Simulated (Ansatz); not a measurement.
ClFGeH3N (`[NH2][GeH]([F])[Cl]`), charge 0, multiplicity 1.

(1) Give a relaxed structure at PBE0-D4/def2-TZVP (Ansatz). (An estimate is asked.)

Answers

(1) The calculation gave: 
Cartesian coordinates in Å:
```
N -0.529 -0.515 0.930
Ge 0.060 0.341 -0.544
F 1.539 1.206 -0.257
Cl 0.556 -1.153 -1.977
H 0.024 -1.313 1.210
H -0.718 0.073 1.730
H -0.932 1.361 -1.092
```
